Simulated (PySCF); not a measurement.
## Unknown compound

The spectra below were simulated for a compound C$_{5}$H$_{7}$F$_{2}$NSi.

1H NMR (300 MHz, computed): δ 6.86 (m, 1H), 6.78 (m, 2H), 6.71 (m, 2H), 5.20 (m, 2H).

13C{1H} NMR (computed): δ 127.0, 126.5, 119.0.

Calculated, not measured (PySCF 2.14): structure optimised with GFN2-xTB, σ from GIAO-PBE0/pcSseg-1. One averaged value for each set of equivalent atoms, non-relativistic Hamiltonian, no solvent, one conformer.

Scale: 1H (σref 31.72), 13C (σref 186.93) vs TMS (reference shieldings calculated alike).

Task: Propose a structure and justify it.

Result: 
- Rings plus π bonds: 3 (1 ring in the answer).
- 3 carbon signals for 5 carbons: some carbons are equivalent by symmetry or fast rotation.
- Carbon types of the structure: 5 × CH, leaving 2 H on heteroatoms.
- δC 127.0: aromatic CH next to a ring nitrogen.
- δC 126.5: sp3 CH bonded to 2 F and Si; 2 electronegative neighbours deshield it.
- δC 119.0: aromatic CH.
- δH 6.86: hydrogen on an sp3 CH bonded to 2 F and Si; its carbon carries F, an electronegative neighbour.
- δH 6.78: hydrogen on an aromatic CH next to a ring nitrogen; the ring current deshields protons in the ring plane.
- δH 6.71: hydrogen on an aromatic CH; aromatic region.
- δH 5.20: hydrogen on a silicon bonded to C, N.

Structure: `FC(F)[SiH2]n1cccc1`.

This is the structure that produced the data.

Splittings by 19F in the carbon and heteronuclear signals aren't shown, as no couplings were computed. Shifts are as computed. Against solution values, carbons near 30 ppm lie about +3 ppm off and those near 130 ppm about +5 ppm. Of 1211 compounds with measured shifts, 218 miss one by over three times the rms of a fit or turn the order of signals round; such compounds aren't used in these exercises. No couplings were computed; multiplicities are counted from neighbouring protons, with m where these are inequivalent, close in shift, in a saturated or five-membered ring or joined by F or P, and br s for small geminal =CH2 splittings.
